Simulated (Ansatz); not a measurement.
Pulling on the Ga1–I4 bond in GaH2I (SMILES [GaH2][I]) (multiplicity 1 held, fragments rigid). Energies count from the point at 2.512 Å.
Geometry at that point (charge 0, multiplicity 1):
```xyz
4

Ga    -0.821    -1.276     0.215
H     -0.271    -2.265     1.287
H     -2.099    -1.418    -0.666
I      0.525     0.816    -0.138
```

Restricted levels (R-, RO-) in cc, def2 and unpolarised 6-31G sets keep to the state of the molecule at rest. U- levels take the lowest unrestricted solution at each point, which mixes spins at long bonds. Active spaces are followed from a long bond inwards. Levels need not reach the same state.

Correlated levels freeze the cores. Filled d and f shells under p-block atoms count as core.

The values were computed with Ansatz (Gaussian basis) for Hartree–Fock, density functionals and correlated methods.  In def2 rows elements past Kr take small-core potentials, without spin–orbit coupling.

Energies in eV.

| R (Å) | R-HF/def2-SVP | U-HF/def2-SVP | R-CCSD/def2-SVP | R-CCSDT/def2-SVP | SC-NEVPT2 on CASSCF(6,4)/def2-SVP | FIC-MRCISD+Q on CASSCF(6,4)/def2-SVP |
|---|---|---|---|---|---|---|
| 2.010 | 2.91 | 2.91 | 2.88 | 2.88 | 2.88 | 2.89 |
| 2.261 | 0.53 | 0.53 | 0.52 | 0.52 | 0.51 | 0.53 |
| 2.512 | 0.00 | 0.00 | 0.00 | 0.00 | 0.00 | 0.00 |
| 2.763 | 0.23 | 0.23 | 0.23 | 0.23 | 0.16 | 0.23 |
| 3.015 | 0.74 | 0.74 | 0.74 | 0.73 | 0.65 | 0.72 |
| 3.392 | 1.61 | 1.61 | 1.59 | 1.56 | 1.49 | 1.55 |
| 3.768 | (withheld) | 2.24 | 2.34 | 2.27 | 2.21 | 2.26 |
| 4.396 | (withheld) | 2.62 | 3.24 | 3.07 | 3.07 | 3.03 |
| 5.025 | 4.23 | 2.71 | 3.73 | 3.40 | 3.43 | 3.34 |
| 5.778 | 4.86 | 2.73 | 3.97 | 3.49 | 3.50 | 3.43 |
| 6.783 | (withheld) | 2.74 | 4.06 | 3.50 | 3.51 | 3.44 |
| 8.039 | 5.68 | 2.74 | 4.08 | 3.50 | 3.54 | 3.45 |

Problem. Complete the blanks.

Solution. 
- 6.783, R-HF/def2-SVP: 5.35
- 4.396, R-HF/def2-SVP: 3.47
- 3.768, R-HF/def2-SVP: 2.40

Doubts at one or more of the structures used: a restricted determinant that unrestricted orbitals would lower (R-HF/def2-SVP, R-CCSD/def2-SVP, R-CCSDT/def2-SVP); a spin-contaminated determinant (U-HF/def2-SVP); T1 above 0.05 (R-CCSD/def2-SVP, R-CCSDT/def2-SVP); other coupled-cluster roots lie near (R-CCSD/def2-SVP, R-CCSDT/def2-SVP); active orbitals that take no part (SC-NEVPT2 on CASSCF(6,4)/def2-SVP, FIC-MRCISD+Q on CASSCF(6,4)/def2-SVP).

Ansatz is an electronic-structure program.
